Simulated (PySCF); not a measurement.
C₂H₄BNO₂.
Atom-mapped SMILES: `[NH2:1][B:2]1[O:3][CH:4]=[CH:5][O:6]1` (hydrogens: H7, H8 on N1; H9 on C4; H10 on C5)

Computed, not measured: PySCF, PBE0-D3(BJ)/def2-SVP geometry optimisation, gas phase.

Question: Give the optimised bond lengths and angles.

Answer: 
| bond | length (Å) | order |
| --- | --- | --- |
| N1–B2 | 1.399 | single |
| B2–O3, B2–O6 | 1.390 | single |
| O3–C4, C5–O6 | 1.369 | single |
| C4=C5 | 1.340 | double |
| N1–H7, N1–H8 | 1.008 | single |
| C4–H9, C5–H10 | 1.087 | single |

Bonds in one row agree within 0.01 Å and their mean is given. Orders are formal, as drawn. A selection of angles:
| angle | degrees |
| --- | --- |
| B2–N1–H7 | 122.3 |
| H7–N1–H8 | 115.4 |
| N1–B2–O3 | 124.9 |
| O3–B2–O6 | 110.1 |
| B2–O3–C4 | 104.9 |
| O3–C4–C5 | 110.1 |
| O3–C4–H9 | 118.5 |
| C5–C4–H9 | 131.4 |

Dihedral angles: N1–B2–O3–C4 180° (antiperiplanar); B2–O3–C4–C5 0° (synperiplanar); O3–C4–C5–O6 0° (synperiplanar); C4–C5–O6–B2 0° (synperiplanar); N1–B2–O6–C5 180° (antiperiplanar).

B2 (ring boron) is planar (angles 124.9°, 124.9° and 110.1°, sum 360.0°, 0.00 Å off the plane of its three neighbours). The 5-membered ring B2–O3–C4–C5–O6 has internal angles of 104.9° to 110.1°; it is planar, 0.00 Å rms from its mean plane, widest ring torsion 0°. N1 (boron-bound nitrogen) is planar (angles 122.3°, 122.3° and 115.4°, sum 360.0°, 0.00 Å off the plane of its three neighbours). O3 (ring oxygen) is bent (angle 104.9°). The 6 heavy atoms lie in one plane (0.001 Å rms).

Point group: C2v (every atom within 0.08 Å of its image). No frequency check.

Hardware: one thread of an Intel Xeon Platinum 8175M at 2.50 GHz, on a shared host. Cost: 13 s, 0.45 GiB resident at most. These figures are those of the optimisation.
